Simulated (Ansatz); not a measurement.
Input for Ansatz (a quantum-chemistry and plane-wave program): R-CCSD(T)/cc-pV(D+d)Z on SiH4 (SMILES [SiH4]). The basis file is the Basis Set Exchange's JSON of that set.

Ansatz 0.2 input:
```yaml
crystal:
  periodic: [false, false, false]
  atoms:
    - {symbol: Si, position_ang: [0.00000053, 0.00001668, -0.00000201]}
    - {symbol: H, position_ang: [-0.16914983, 1.22354657, -0.81594807]}
    - {symbol: H, position_ang: [-0.74398622, 0.14791459, 1.27122361]}
    - {symbol: H, position_ang: [1.43708743, -0.20475324, 0.29026913]}
    - {symbol: H, position_ang: [-0.52395191, -1.16662460, -0.74554265]}
basis:
  gaussian:
    orbitals: cc-pV_D+d_Z.json
magnetization: {spin_polarized: false}
correlation: {method: ccsd_t, electrons: outside_noble_gas}
scf: {lower_state_search: off}
```

It printed:

```
WARN ansatz: RAYON_NUM_THREADS=4 ignored (pool sized by the plan → 4); use --threads N
Functional definition: HF
these checks for a lower state are left out or cut short: stability, starts, cluster_reference, orbital_swaps, neighbouring_geometries, increment
integrals: 0.01 GiB planned
426 factors; integrals over basis functions are off by at most 1.1e-3 eV
mean field: 0.06 GiB planned
mean field evaluation 1: about -7924.7387 eV, gradient 9.7e0 eV
mean field evaluation 2: about -7924.7392 eV, gradient 9.7e0 eV
mean field evaluation 4: about -7925.3157 eV, gradient 3.4e-1 eV
mean field evaluation 8: about -7925.3164 eV, gradient 1.9e-5 eV
mean field -7925.31643412 eV, -291.2500069814 hartree, gradient 7.4e-7 eV, S^2 0.000000; 0 other end points of the search recorded, 0 dependent functions left out
5 core orbitals not correlated
reference -7925.31643412 eV, -291.2500069814 hartree; 4, 4 occupied and 34, 34 virtual orbitals, 426 factors
second order -3.16190409 eV of doubles, -0.00000000 eV of singles
coupled cluster: 0.07 GiB planned
cycle   1  -3.78809381 eV  change   -6.3e-1 eV  update   5.4e-2
cycle   2  -4.00649071 eV  change   -2.2e-1 eV  update   1.8e-2
cycle   3  -4.00982175 eV  change   -3.3e-3 eV  update   4.0e-3
cycle   4  -4.00910646 eV  change    7.2e-4 eV  update   1.1e-3
cycle   5  -4.00889482 eV  change    2.1e-4 eV  update   3.0e-4
cycle   6  -4.00883531 eV  change    6.0e-5 eV  update   5.4e-5
cycle   7  -4.00885753 eV  change   -2.2e-5 eV  update   8.0e-6
cycle   8  -4.00885543 eV  change    2.1e-6 eV  update   1.7e-6
perturbative correction -0.06673217 eV, -0.0024523621 hartree
Total energy: -7929.39202172 eV, -291.3997820632 hartree
Checks for a lower state left out: stability, starts, cluster_reference, orbital_swaps, neighbouring_geometries, increment
```

The run converged.

Cost: around 0.7 core-seconds (rough).
